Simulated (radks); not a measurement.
Problem. These are the eigenvalues of the occupied orbitals of an atom or ion with whole-number occupations (hartree). Calculated with a radial shooting solver on a logarithmic mesh with Libxc functionals: non-relativistic Kohn-Sham, PBE, spin-polarised, spherical densities, point nucleus.

| orbital | eigenvalue |
|---|---|
| 1s up | -2510.413 |
| 1s down | -2510.408 |
| 2s up | -496.1126 |
| 2s down | -495.7461 |
| 2p up | -480.4332 |
| 2p down | -480.1680 |
| 3s up | -182.1140 |
| 3s down | -181.7989 |
| 3p up | -175.2240 |
| 3p down | -174.8806 |
| 3d up | -162.9564 |
| 3d down | -162.5072 |

Which element is it, and in what charge state? The configuration may be excited. Open shells, if any, are filled with parallel spins first.

Solution. Z = 75, rhenium, charge +49: Re49+ in [Ar] 3d8. The list shows which subshells hold electrons but not how many an open one holds; the 1s level, -2510.4 hartree, gives Z - s = 70.9 by -(Z - s)^2/2, which with screening narrows Z to a few neighbours, and the depths of the outer levels then fix element, charge and occupations together.
